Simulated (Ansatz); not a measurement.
Start from `[CH3][Sb]([OH])[GaH2]` and change one atom or group to get `[CH3][SbH][OH]`.

Ansatz, PBE0-D4/def2-TZVP geometries, multiplicity 1. Each molecule was computed in one conformer, which needn't be the lowest.

Elements past krypton have def2 core potentials. Scalar relativity is left out up to krypton.

```csv
property,`[CH3][Sb]([OH])[GaH2]`
size of the dipole moment (ωB97M-V/def2-TZVPP) / D,1.87
zero-point energy (PBE0-D4/def2-TZVP) / kJ/mol,164.0
LUMO energy (B3LYP/def2-TZVPP) / eV,-2.36
size of the dipole moment (B3LYP/def2-TZVPP) / D,1.76
HOMO energy (PBE/def2-TZVPP) / eV,-5.55
LUMO energy (PBE/def2-TZVPP) / eV,-2.87
```

Problem. What does the change do to each property? (Best estimate.)

Solution. The calculation gave: 
```json
{"property": "size of the dipole moment (ωB97M-V/def2-TZVPP) / D", "`[CH3][SbH][OH]`": "1.57", "shift": "-0.30"}
{"property": "zero-point energy (PBE0-D4/def2-TZVP) / kJ/mol", "`[CH3][SbH][OH]`": "148.0", "shift": "-16.0"}
{"property": "LUMO energy (B3LYP/def2-TZVPP) / eV", "`[CH3][SbH][OH]`": "-1.08", "shift": "1.28"}
{"property": "size of the dipole moment (B3LYP/def2-TZVPP) / D", "`[CH3][SbH][OH]`": "1.59", "shift": "-0.17"}
{"property": "HOMO energy (PBE/def2-TZVPP) / eV", "`[CH3][SbH][OH]`": "-5.90", "shift": "-0.35"}
{"property": "LUMO energy (PBE/def2-TZVPP) / eV", "`[CH3][SbH][OH]`": "-1.60", "shift": "1.27"}
```

With PBE0 the HOMO falls by 0.48 eV and the LUMO rises by 1.30 eV, so the gap widens by about 1.78 eV. PBE moves the HOMO by -0.35 eV and ωB97M-V by -0.64 eV. The zero-point energy changes by -16.0 kJ/mol with -6 modes. Dipoles are sizes alone; their direction can turn.

B3LYP here is the variant with VWN-RPA as its local correlation; programs differ in this.

Spin–orbit coupling is left out; it splits and shifts lone-pair levels of the heavy atoms by tenths of an eV.
